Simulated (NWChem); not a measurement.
C3H6OSi; SMILES CC1=C[SiH2]O1

```xyz
11

C      0.0697     2.2124     0.0000
C     -0.1055     0.7334     0.0000
C     -1.2070    -0.0821     0.0000
Si     0.0234    -1.4530     0.0000
O      1.0636    -0.0284     0.0000
H     -0.9052     2.7330     0.0000
H      0.6540     2.5234     0.8909
H      0.6540     2.5234    -0.8909
H     -2.2653     0.1952     0.0000
H      0.2416    -2.2937     1.2254
H      0.2416    -2.2937    -1.2254
```
Atoms are numbered in this order, from 1.

Program: NWChem. Pople sets run with spherical d functions. Coordinates come from a PBE-D3(BJ)/def2-SVP optimisation. Level PBE0/6-31G*: single points from the atomic guess with DIIS by default; each run changes one setting, and all converged runs end within 0.3 mHa of each other. cgmin counts macro-iterations, each dearer than a DIIS step. NWChem's automatic level shift, which a small gap switches on, acted in some of these runs.

Task: Which setting needs the most SCF iterations, or fails (no level shifting; quadratically convergent solver (cgmin); occupation smearing of 0.005 Ha; DIIS on 3 Fock matrices; core-Hamiltonian guess; defaults)?

Result: core-Hamiltonian guess, with 21 against 9 for the defaults.
| setting | SCF iterations |
|---|---|
| defaults | 9 |
| DIIS on 3 Fock matrices | 10 |
| no level shifting | 9 |
| quadratically convergent solver (cgmin) | 4 |
| core-Hamiltonian guess | 21 |
| occupation smearing of 0.005 Ha | 9 |
